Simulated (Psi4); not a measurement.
thiooxirane (C₂H₄S), singlet, geometry from GFN2-xTB; BLYP/aug-cc-pVDZ run with Psi4.

The Psi4 input:
```
memory 2 GB

molecule mol {
0 1
  C     0.011731   -0.727088   -0.798507
  S     0.002623   -0.013849    0.853379
  C    -0.016566    0.752614   -0.774407
  H    -0.888815   -1.259810   -1.072144
  H     0.930506   -1.224936   -1.077171
  H     0.882335    1.294024   -1.036144
  H    -0.936987    1.259150   -1.031117
}

set basis aug-cc-pvdz
set reference rks
set dft_radial_scheme becke

energy('blyp')
print_variables()
```

It wrote (shortened):

```
   => Loading Basis Set <=

    Name: AUG-CC-PVDZ
    Role: ORBITAL
    Keyword: BASIS

         ---------------------------------------------------------
                                   SCF
               by Justin Turney, Rob Parrish, Andy Simmonett
                          and Daniel G. A. Smith
                              RKS Reference
         ---------------------------------------------------------

  ==> Geometry <==

    Molecular point group: c1
    Full point group: C1

    Geometry (in Angstrom), charge = 0, multiplicity = 1:

       Center              X                  Y                   Z               Mass
    ------------   -----------------  -----------------  -----------------  -----------------
         C            0.011518006594    -0.725962967174    -0.867832359447    12.000000000000
         S            0.002410006594    -0.012723967174     0.784053640553    31.972071174400
         C           -0.016778993406     0.753739032826    -0.843732359447    12.000000000000
         H           -0.889027993406    -1.258684967174    -1.141469359447     1.007825032230
         H            0.930293006594    -1.223810967174    -1.146496359447     1.007825032230
         H            0.882122006594     1.295149032826    -1.105469359447     1.007825032230
         H           -0.937199993406     1.260275032826    -1.100442359447     1.007825032230

  Running in c1 symmetry.

  Rotational constants: A =      0.73674  B =      0.36913  C =      0.27245 [cm^-1]
  Rotational constants: A =  22086.96427  B =  11066.34512  C =   8167.70652 [MHz]
  Nuclear repulsion =  101.924328302482792

  Charge       = 0
  Multiplicity = 1
  Electrons    = 32
  Nalpha       = 16
  Nbeta        = 16

  ==> Algorithm <==

  SCF Algorithm Type is DF.
  DIIS enabled.
  MOM disabled.
  Fractional occupation disabled.
  Guess Type is SAD.
  Energy threshold   = 1.00e-06
  Density threshold  = 1.00e-06
  Integral threshold = 1.00e-12

  ==> Primary Basis <==

  Basis Set: AUG-CC-PVDZ
    Blend: AUG-CC-PVDZ
    Number of shells: 49
    Number of basis functions: 109
    Number of Cartesian functions: 115
    Spherical Harmonics?: true
    Max angular momentum: 2

  ==> DFT Potential <==

   => LibXC <=

    Version 7.1.2
    S. Lehtola, C. Steigemann, M. J. T. Oliveira, and M. A. L. Marques,  SoftwareX 7, 1–5 (2018) (10.1016/j.softx.2017.11.002)

   => Composite Functional: BLYP <=

    BLYP GGA Exchange-Correlation Functional

    P.J. Stephens et. al., J. Phys. Chem., 98, 11623-11627, 1994
    B. Miehlich et. al., Chem. Phys. Lett., 157(3), 200-206 1989

    Deriv               =              1
    GGA                 =           TRUE
    Meta                =          FALSE

    Exchange Hybrid     =          FALSE
    MP2 Hybrid          =          FALSE

   => Exchange Functionals <=

    1.0000     XC_GGA_X_B88

   => Correlation Functionals <=

    1.0000     XC_GGA_C_LYP

   => LibXC Density Thresholds  <==

    XC_GGA_C_LYP:  1.00E-14
    XC_GGA_X_B88:  1.00E-15

   => Molecular Quadrature <=

    Radial Scheme          =          BECKE
    Pruning Scheme         =           NONE
    Nuclear Scheme         =       TREUTLER

    Blocking Scheme        =         OCTREE
    BS radius alpha        =              1
    Pruning alpha          =              1
    Radial Points          =             75
    Spherical Points       =            302
    Total Points           =         137868
    Total Blocks           =           1087
    Max Points             =            256
    Max Functions          =            109
    Weights Tolerance      =       1.00E-15

   => Loading Basis Set <=

    Name: (AUG-CC-PVDZ AUX)
    Role: JKFIT
    Keyword: DF_BASIS_SCF

  ==> Integral Setup <==

  SCF_SUBTYPE=INCORE selected. In-core MEM_DF algorithm will be used.
  Using in-core AOs.

  ==> MemDFJK: Density-Fitted J/K Matrices <==

    J tasked:                   Yes
    K tasked:                    No
    wK tasked:                   No
    Algorithm:                 Core
    Schwarz Cutoff:           1E-12
    Mask sparsity (%):       0.0000
    Fitting Condition:        1E-10

   => Auxiliary Basis Set <=

  Basis Set: (AUG-CC-PVDZ AUX)
    Blend: AUG-CC-PVDZ-JKFIT
    Number of shells: 144
    Number of basis functions: 428
    Number of Cartesian functions: 492
    Spherical Harmonics?: true
    Max angular momentum: 3

  Minimum eigenvalue in the overlap matrix is 1.2467955341E-04.
  Reciprocal condition number of the overlap matrix is 1.1767728038E-05.
    Using symmetric orthogonalization.

  ==> Pre-Iterations <==

  SCF Guess: Superposition of Atomic Densities via on-the-fly atomic UHF (no occupation information).

   -------------------------
    Irrep   Nso     Nmo
   -------------------------
     A        109     109
   -------------------------
    Total     109     109
   -------------------------

  ==> Iterations <==

                           Total Energy        Delta E     RMS |[F,P]|

   @DF-RKS iter SAD:  -476.47695181192790   -4.76477e+02   0.00000e+00
   @DF-RKS iter   1:  -476.12616944689699    3.50782e-01   9.72603e-03 ADIIS/DIIS
   @DF-RKS iter   2:  -473.32474696195663    2.80142e+00   2.00481e-02 ADIIS/DIIS
   @DF-RKS iter   3:  -476.73224359137811   -3.40750e+00   1.31085e-03 ADIIS/DIIS
   @DF-RKS iter   4:  -476.73807647378686   -5.83288e-03   7.45082e-04 ADIIS/DIIS
   @DF-RKS iter   5:  -476.74273966063328   -4.66319e-03   2.43854e-04 ADIIS/DIIS
   @DF-RKS iter   6:  -476.74318581783297   -4.46157e-04   4.05111e-05 DIIS
   @DF-RKS iter   7:  -476.74319578537319   -9.96754e-06   9.65519e-06 DIIS
   @DF-RKS iter   8:  -476.74319643894336   -6.53570e-07   1.94615e-06 DIIS
   @DF-RKS iter   9:  -476.74319646583052   -2.68872e-08   1.33531e-07 DIIS
  Energy and wave function converged.

  ==> Post-Iterations <==

   Electrons on quadrature grid:
      Ntotal   =   32.0000055354 ; deviation = 5.535e-06

    Orbital Energies [Eh]
    ---------------------

    Doubly Occupied:

       1A    -88.128207     2A     -9.962819     3A     -9.962655
       4A     -7.671108     5A     -5.703076     6A     -5.699436
       7A     -5.690348     8A     -0.794182     9A     -0.560071
      10A     -0.554345    11A     -0.442270    12A     -0.407856
      13A     -0.341512    14A     -0.288885    15A     -0.283128
      16A     -0.190602

    Virtual:

      17A     -0.027348    18A     -0.019175    19A     -0.001049
      20A      0.002045    21A      0.011438    22A      0.039329
      23A      0.045946    24A      0.065274    25A      0.066109
      26A      0.078989    27A      0.083831    28A      0.090763
      29A      0.092719    30A      0.106705    31A      0.123391
      32A      0.126095    33A      0.136392    34A      0.156243
      35A      0.159145    36A      0.184923    37A      0.202213
      38A      0.204736    39A      0.213218    40A      0.248864
      41A      0.268679    42A      0.300069    43A      0.311445
      44A      0.329520    45A      0.330348    46A      0.334247
      47A      0.366268    48A      0.377738    49A      0.409933
      50A      0.411231    51A      0.418235    52A      0.437508
      53A      0.455544    54A      0.458854    55A      0.469812
      56A      0.473114    57A      0.480088    58A      0.505372
      59A      0.519043    60A      0.536180    61A      0.566316
      62A      0.579577    63A      0.584871    64A      0.597086
      65A      0.653845    66A      0.693981    67A      0.727321
      68A      0.737992    69A      0.761008    70A      0.807998
      71A      0.866367    72A      0.872601    73A      0.873283
      74A      0.895056    75A      0.909354    76A      0.954688
      77A      0.975738    78A      0.978063    79A      1.055069
      80A      1.057764    81A      1.138006    82A      1.265597
      83A      1.350079    84A      1.360573    85A      1.404782
      86A      1.413735    87A      1.415323    88A      1.571550
      89A      1.575603    90A      1.654318    91A      1.682392
      92A      1.740856    93A      1.756961    94A      1.761972
      95A      1.778316    96A      1.856928    97A      1.858468
      98A      1.883664    99A      2.018459   100A      2.033748
     101A      2.102290   102A      2.210972   103A      2.241847
     104A      2.295931   105A      2.415284   106A      2.504655
     107A      2.519871   108A      2.730403   109A      2.807835

    Final Occupation by Irrep:
              A
    DOCC [    16 ]
    NA   [    16 ]
    NB   [    16 ]

  @DF-RKS Final Energy:  -476.74319646583052

   => Energetics <=

    Nuclear Repulsion Energy =            101.9243283024827917
    One-Electron Energy =                -856.8448078724147763
    Two-Electron Energy =                 316.1612602564828194
    DFT Exchange-Correlation Energy =     -37.9839771523813425
    Empirical Dispersion Energy =           0.0000000000000000
    VV10 Nonlocal Energy =                  0.0000000000000000
    Total Energy =                       -476.7431964658305219

Computation Completed

Properties will be evaluated at   0.000000,   0.000000,   0.000000 [a0]

Properties computed using the SCF density matrix

 Multipole Moments:

 ------------------------------------------------------------------------------------
     Multipole            Electronic (a.u.)      Nuclear  (a.u.)        Total (a.u.)
 ------------------------------------------------------------------------------------

 L = 1.  Multiply by 2.5417464519 to convert [e a0] to [Debye]
 Dipole X            :          0.0106683           -0.0128856           -0.0022174
 Dipole Y            :         -0.0563259            0.0680321            0.0117063
 Dipole Z            :          3.4708487           -4.1921826           -0.7213339
 Magnitude           :                                                    0.7214323

 ------------------------------------------------------------------------------------

  Variable Map:
  ----------------------------------------------------------------------------
  "CURRENT ENERGY"              =>    -476.743196465831
  "CURRENT REFERENCE ENERGY"    =>    -476.743196465831
  "DD SOLVATION ENERGY"         =>       0.000000000000
  "DFT FUNCTIONAL TOTAL ENERGY" =>    -476.743196465831
  "DFT TOTAL ENERGY"            =>    -476.743196465831
  "DFT VV10 ENERGY"             =>       0.000000000000
  "DFT XC ENERGY"               =>     -37.983977152381
  "GRID ELECTRONS ALPHA"        =>      16.000002767718
  "GRID ELECTRONS BETA"         =>      16.000002767718
  "GRID ELECTRONS TOTAL"        =>      32.000005535437
  "NUCLEAR REPULSION ENERGY"    =>     101.924328302483
  "ONE-ELECTRON ENERGY"         =>    -856.844807872415
  "PCM POLARIZATION ENERGY"     =>       0.000000000000
  "PE ENERGY"                   =>       0.000000000000
  "SCF ITERATION ENERGY"        =>    -476.743196465831
  "SCF ITERATIONS"              =>       9.000000000000
  "SCF TOTAL ENERGY"            =>    -476.743196465831
  "TWO-ELECTRON ENERGY"         =>     316.161260256483
  "XC GRID RADIAL POINTS"       =>      75.000000000000
  "XC GRID SPHERICAL POINTS"    =>     302.000000000000
  "XC GRID TOTAL POINTS"        =>  137868.000000000000

  Array Variable Map:
  ----------------------------------------------------------------------------
  "CURRENT DIPOLE"              =>      -0.002217351231 ... -0.721333939949 1 by 3
  "SCF DIPOLE"                  =>      -0.002217351231 ... -0.721333939949 1 by 3
  "SCF TOTAL ENERGIES"          =>    -476.476951811928 ... -476.743196465831 1 by 10
```
